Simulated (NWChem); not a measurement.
All runs are NWChem calculations. System: aminoborane (H4BN), charge 0, spin multiplicity 1, at a geometry optimised with PBE0/def2-SVP. Level: B2PLYP/cc-pVDZ, 2 core orbitals frozen.

The NWChem input:

```
start mol
memory heap 200 mb stack 900 mb global 1100 mb
geometry units angstroms nocenter noautoz
  B      0.000000     0.000000     0.776169
  N      0.000000     0.000000    -0.611172
  H     -1.057459     0.000000     1.364498
  H      1.057459     0.000000     1.364498
  H      0.846359     0.000000    -1.165820
  H     -0.846359     0.000000    -1.165820
  symmetry group C2v
end
basis spherical
  * library cc-pvdz
end
dft
  xc hfexch 0.53 becke88 0.47 lyp 0.73 mp2 0.27
  dftmp2
  semidirect memsize 60000000 filesize 0
  iterations 100
end
mp2
  freeze core 2
end
task dft energy
```

NWChem printed:

```
             Northwest Computational Chemistry Package (NWChem) 7.3.0
             --------------------------------------------------------

                                NWChem Input Module
                                -------------------

 Scaling coordinates for geometry "geometry" by  1.889725989
 (inverse scale =  0.529177249)

 Turning off AUTOSYM since
 SYMMETRY directive was detected!

                             Geometry "geometry" -> ""
                             -------------------------

 Output coordinates in angstroms (scale by  1.889725989 to convert to a.u.)

  No.       Tag          Charge          X              Y              Z
 ---- ---------------- ---------- -------------- -------------- --------------
    1 B                    5.0000     0.00000000     0.00000000     0.77616900
    2 N                    7.0000     0.00000000     0.00000000    -0.61117200
    3 H                    1.0000    -1.05745900     0.00000000     1.36449800
    4 H                    1.0000     1.05745900     0.00000000     1.36449800
    5 H                    1.0000     0.84635900     0.00000000    -1.16582000
    6 H                    1.0000    -0.84635900     0.00000000    -1.16582000

 Effective nuclear repulsion energy (a.u.)      32.1623911287

            Nuclear Dipole moment (a.u.)
            ----------------------------
        X                 Y               Z
 ---------------- ---------------- ----------------
     0.0000000000     0.0000000000    -0.0000056692

      Symmetry information
      --------------------

 Group name             C2v
 Group number             16
 Group order               4
 No. of unique centers     4

      Symmetry unique atoms

     1    2    3    5


 Summary of "ao basis" -> "" (spherical)
 ------------------------------------------------------------------------------
       Tag                 Description            Shells   Functions and Types
 ---------------- ------------------------------  ------  ---------------------
 *                          cc-pvdz                   on all atoms

  dft_input: which_mp2 not specified, using semidirect MP2 by default.

                                 NWChem DFT Module
                                 -----------------

 Summary of "ao basis" -> "ao basis" (spherical)
 ------------------------------------------------------------------------------
       Tag                 Description            Shells   Functions and Types
 ---------------- ------------------------------  ------  ---------------------
 B                          cc-pvdz                  6       14   3s2p1d
 N                          cc-pvdz                  6       14   3s2p1d
 H                          cc-pvdz                  3        5   2s1p

 Summary of "ao basis" -> "ao basis" (spherical)
 ------------------------------------------------------------------------------
       Tag                 Description            Shells   Functions and Types
 ---------------- ------------------------------  ------  ---------------------
 B                          cc-pvdz                  6       14   3s2p1d
 N                          cc-pvdz                  6       14   3s2p1d
 H                          cc-pvdz                  3        5   2s1p

      Symmetry analysis of basis
      --------------------------

        a1         22
        a2          4
        b1         14
        b2          8

            General Information
            -------------------
          SCF calculation type: DFT
          Wavefunction type:  closed shell.
          No. of atoms     :     6
          No. of electrons :    16
           Alpha electrons :     8
            Beta electrons :     8
          Charge           :     0
          Spin multiplicity:     1
          Use of symmetry is: on ; symmetry adaption is: on
          Maximum number of iterations: 100
          AO basis - number of functions:    48
                     number of shells:    24
          Convergence on energy requested:  1.00D-06
          Convergence on density requested:  1.00D-05
          Convergence on gradient requested:  5.00D-04

              XC Information
              --------------
                     Hartree-Fock (Exact) Exchange  0.530
                    Becke 1988 Exchange Functional  0.470
              Lee-Yang-Parr Correlation Functional  0.730

             Grid Information
             ----------------
          Grid used for XC integration:  medium
          Radial quadrature: Mura-Knowles
          Angular quadrature: Lebedev.
          Tag              B.-S. Rad. Rad. Pts. Rad. Cut. Ang. Pts.
          ---              ---------- --------- --------- ---------
          B                   0.85       49           8.0       434
          N                   0.65       49           7.0       434
          H                   0.35       45          10.0       434
          Grid pruning is: on
          Number of quadrature shells:   188
          Spatial weights used:  Erf1

          Convergence Information
          -----------------------
          Convergence aids based upon iterative change in
          total energy or number of iterations.
          Levelshifting, if invoked, occurs when the
          HOMO/LUMO gap drops below (HL_TOL):  1.00D-02
          DIIS, if invoked, will attempt to extrapolate
          using up to (NFOCK): 10 stored Fock matrices.

                    Damping( 0%)  Levelshifting(0.5)       DIIS
                  --------------- ------------------- ---------------
          dE  on:    start            ASAP                start
[...]
      Superposition of Atomic Density Guess
      -------------------------------------

 Sum of atomic energies:         -80.83008585

      Non-variational initial energy
      ------------------------------

 Total energy =     -81.771975
 1-e energy   =    -171.054538
 2-e energy   =      57.120171
 HOMO         =      -0.382152
 LUMO         =       0.027255

      Symmetry analysis of molecular orbitals - initial
      -------------------------------------------------

  Numbering of irreducible representations:

     1 a1          2 a2          3 b1          4 b2

  Orbital symmetries:

     1 a1          2 a1          3 a1          4 a1          5 b1
     6 a1          7 b2          8 b1          9 b2         10 a1
    11 b1         12 a1         13 a1         14 b1         15 b1
    16 b2         17 a1         18 a1

------------------------------------------------------------
EAF file 0: "./mol.aoints.0" size=524288 bytes
------------------------------------------------------------
               write      read    awrite     aread      wait
               -----      ----    ------     -----      ----
     calls:        1         0         0         0         0
   data(b): 5.24e+05  0.00e+00  0.00e+00  0.00e+00
   time(s): 0.00e+00  0.00e+00  0.00e+00  0.00e+00  0.00e+00
rate(mb/s): 0.00e+00  0.00e+00
------------------------------------------------------------

   convergence    iter        energy       DeltaE   RMS-Dens  Diis-err    time
 ---------------- ----- ----------------- --------- --------- ---------  ------
 d= 0,ls=0.0,diis     1    -81.8304798522 -1.14D+02  7.98D-03  1.87D-01     0.2
 d= 0,ls=0.0,diis     2    -81.8499945701 -1.95D-02  3.04D-03  6.96D-02     0.3
 d= 0,ls=0.0,diis     3    -81.8564747755 -6.48D-03  9.58D-04  8.60D-03     0.3
 d= 0,ls=0.0,diis     4    -81.8574668102 -9.92D-04  1.28D-04  9.08D-05     0.3
 d= 0,ls=0.0,diis     5    -81.8574778901 -1.11D-05  3.59D-05  3.31D-06     0.3
 d= 0,ls=0.0,diis     6    -81.8574784361 -5.46D-07  6.98D-06  1.70D-07     0.4

         Total DFT energy =      -81.857478436107
      One electron energy =     -173.141577884130
           Coulomb energy =       71.417686536576
    Exchange-Corr. energy =      -12.295978217272
 Nuclear repulsion energy =       32.162391128718

 Numeric. integr. density =       16.000001109998

     Total iterative time =      0.3s

                  Occupations of the irreducible representations
                  ----------------------------------------------

                     irrep           alpha         beta
                     --------     --------     --------
                     a1                5.0          5.0
                     a2                0.0          0.0
                     b1                2.0          2.0
                     b2                1.0          1.0

                       DFT Final Molecular Orbital Analysis
                       ------------------------------------

 Vector    6  Occ=2.000000D+00  E=-4.539911D-01  Symmetry=a1
              MO Center=  3.6D-16, -5.7D-32,  8.7D-01, r^2= 1.8D+00
   Bfn.  Coefficient  Atom+Function         Bfn.  Coefficient  Atom+Function
  ----- ------------  ---------------      ----- ------------  ---------------
     6      0.375572  1 B  pz                20     -0.293396  2 N  pz
    29      0.244379  3 H  s                 34      0.244379  4 H  s
     2      0.133063  1 B  s                 30      0.116237  3 H  s
    35      0.116237  4 H  s                  9      0.106794  1 B  pz
    39      0.092886  5 H  s                 44      0.092886  6 H  s

 Vector    7  Occ=2.000000D+00  E=-3.722879D-01  Symmetry=b1
              MO Center= -7.2D-16, -2.2D-17,  1.0D+00, r^2= 1.9D+00
   Bfn.  Coefficient  Atom+Function         Bfn.  Coefficient  Atom+Function
  ----- ------------  ---------------      ----- ------------  ---------------
     4      0.384257  1 B  px                29     -0.316152  3 H  s
    34      0.316152  4 H  s                 30     -0.181692  3 H  s
    35      0.181692  4 H  s                 39     -0.121423  5 H  s
    44      0.121423  6 H  s                 18     -0.120816  2 N  px
     7      0.119714  1 B  px                40     -0.074379  5 H  s

 Vector    8  Occ=2.000000D+00  E=-3.562816D-01  Symmetry=b2
              MO Center= -2.3D-16, -2.5D-16, -4.1D-01, r^2= 1.1D+00
   Bfn.  Coefficient  Atom+Function         Bfn.  Coefficient  Atom+Function
  ----- ------------  ---------------      ----- ------------  ---------------
    19      0.539849  2 N  py                22      0.422204  2 N  py
     5      0.205899  1 B  py                 8      0.121474  1 B  py
    11     -0.036026  1 B  d -1

 Vector    9  Occ=0.000000D+00  E= 7.225110D-02  Symmetry=b2
              MO Center= -7.3D-17, -2.8D-16,  7.2D-01, r^2= 2.7D+00
   Bfn.  Coefficient  Atom+Function         Bfn.  Coefficient  Atom+Function
  ----- ------------  ---------------      ----- ------------  ---------------
     8      0.772900  1 B  py                22     -0.429279  2 N  py
     5      0.413661  1 B  py                19     -0.276733  2 N  py

 Vector   10  Occ=0.000000D+00  E= 1.093687D-01  Symmetry=a1
              MO Center=  4.2D-15,  1.6D-16, -1.2D+00, r^2= 3.7D+00
   Bfn.  Coefficient  Atom+Function         Bfn.  Coefficient  Atom+Function
  ----- ------------  ---------------      ----- ------------  ---------------
    17      1.312167  2 N  s                 40     -0.920882  5 H  s
    45     -0.920882  6 H  s                  3      0.428221  1 B  s
    23     -0.375537  2 N  pz                 9      0.294140  1 B  pz
    30     -0.265029  3 H  s                 35     -0.265029  4 H  s
    20     -0.157159  2 N  pz                16      0.131877  2 N  s

 Vector   11  Occ=0.000000D+00  E= 1.620021D-01  Symmetry=b1
              MO Center= -6.0D-15,  1.6D-30, -1.1D+00, r^2= 4.1D+00
   Bfn.  Coefficient  Atom+Function         Bfn.  Coefficient  Atom+Function
  ----- ------------  ---------------      ----- ------------  ---------------
    40      1.410288  5 H  s                 45     -1.410288  6 H  s
    21     -0.816877  2 N  px                30     -0.476564  3 H  s
    35      0.476564  4 H  s                  7     -0.354362  1 B  px
    18     -0.303798  2 N  px                 4     -0.190873  1 B  px
    39      0.099626  5 H  s                 44     -0.099626  6 H  s

 center of mass
 --------------
 x =   0.00000000 y =   0.00000000 z =   0.02519746

 moments of inertia (a.u.)
 ------------------
          65.529889952060           0.000000000000           0.000000000000
           0.000000000000          78.734960089179           0.000000000000
           0.000000000000           0.000000000000          13.205070137119

     Multipole analysis of the density
     ---------------------------------

     L   x y z        total         alpha         beta         nuclear
     -   - - -        -----         -----         ----         -------
     0   0 0 0     -0.000000     -8.000000     -8.000000     16.000000

     1   1 0 0     -0.000000     -0.000000     -0.000000      0.000000
     1   0 1 0     -0.000000     -0.000000     -0.000000      0.000000
     1   0 0 1     -0.817457     -0.408726     -0.408726     -0.000006

     2   2 0 0     -9.813143    -11.457843    -11.457843     13.102543
     2   1 1 0     -0.000000     -0.000000     -0.000000      0.000000
     2   1 0 1      0.000000      0.000000      0.000000      0.000000
     2   0 2 0    -10.827835     -5.413918     -5.413918      0.000000
     2   0 1 1      0.000000      0.000000      0.000000      0.000000
     2   0 0 2     -9.770092    -26.434441    -26.434441     43.098790

                   NWChem MP2 Semi-direct Energy/Gradient Module
                   ---------------------------------------------

  Basis functions       =     48
  Molecular orbitals    =     48
  Frozen core           =      2
  Frozen virtuals       =      0
  Active alpha occupied =      6
  Active beta occupied  =      6
  Active alpha virtual  =     40
  Active beta virtual   =     40
  Use MO symmetry       = T
  Use skeleton AO sym   = T

  AO/Fock/Back tols     =   1.0D-09  1.0D-09  1.0D-09

 GA uses MA = F    GA memory limited = T

 Available:
  local mem=  4.43D+07
 global mem=  1.44D+08
 local disk=  0.00D+00
  mp2_memr nvloc                    40
  nvloc new                    40
   1 passes of   6:        3145728                      10820                    963621.
   1 passes of   6: M     44324185           G      144174592           F      41178457.

 Semi-direct pass number   1 of   1  for RHF alpha+beta  at        0.4s
  vrange nnbf                  1176
  mp2_eaftype                    10  avail_ma_in_mb                   386
 EAF : mp2_eaftype filesize          10     481811.
  mp2_eaf for mointskh                     10
Node 0 wrote      2.3 Mb in      0.0 s     Agg I/O rate:  3602.7 Mb/s
 Done moints_semi at        0.6s
  mp2_eaftype                    10  avail_ma_in_mb                   386
 EAF : mp2_eaftype filesize          10     481811.
  mp2_eaf for kh                    10
 Done maket at        0.6s
 Done multipass loop at        0.6s

          -------------------------------------------
          DFT energy                     -81.857478436107
          Unscaled MP2 energy             -0.324205331108
          Total DFT+MP2 energy           -81.945013875507
          -------------------------------------------

 -----------------------
 Performance information
 -----------------------

 Timer overhead =  1.44D-07 seconds/call

               Nr. of calls         CPU time (s)                 Wall time (s)                GFlops
             ---------------    -------------------     ------------------------------   -------------------
Name         Min   Avg   Max    Min     Avg     Max     Min     Avg     Max   Mx/calls   Min     Max     Sum
mp2: moin     1     1     1   0.25    0.25    0.25     0.25    0.25    0.25    0.25      0.0     0.0     0.0
mp2: make     1     1     1   9.88E-3 9.88E-3 9.88E-3  9.88E-3 9.88E-3 9.88E-3 9.88E-3   0.0     0.0     0.0
mp2: tota     1     1     1   0.28    0.28    0.28     0.28    0.28    0.28    0.28      0.0     0.0     0.0

 The average no. of pstat calls per process was 3.00D+00
 with a timing overhead of 4.33D-07s

 Task  times  cpu:        0.6s     wall:        0.6s

 Total times  cpu:        0.7s     wall:        0.7s
```
